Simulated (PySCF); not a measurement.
Computed shifts of a molecule C4H7BFN, PBE0/pcSseg-1 run with PySCF, GIAO, gas phase, equivalent atoms averaged, in ppm (number of nuclei): ¹³C: 247.9 (1), 109.2 (1), 107.1 (1), 3.8 (1). ¹⁹F: -34.8 (1). ¹⁵N: 46.2 (1). ¹H: 6.71 (1), 6.37 (1), 1.70 (2), 0.91 (3). References: ¹³C against TMS (σ = 186.3 ppm); ¹¹B against BF3 (σ = 88.8 ppm); ¹⁹F against CFCl3 (σ = 167.2 ppm); ¹⁵N against NH3 (σ = 267.4 ppm); ¹H against TMS (σ = 31.56 ppm), references at their B3LYP-D3(BJ)/def2-TZVP geometries, non-relativistic. Coordinates come from a B3LYP-D3(BJ)/def2-SVP optimisation. The values are those of a single conformer.

Problem. Identify the compound among the candidates.
A) FB1C=CCCN1
B) C#CCNB(C)F
C) NCC1=CCB1F
D) CB(F)C=C=CN

Solution. D, CB(F)C=C=CN
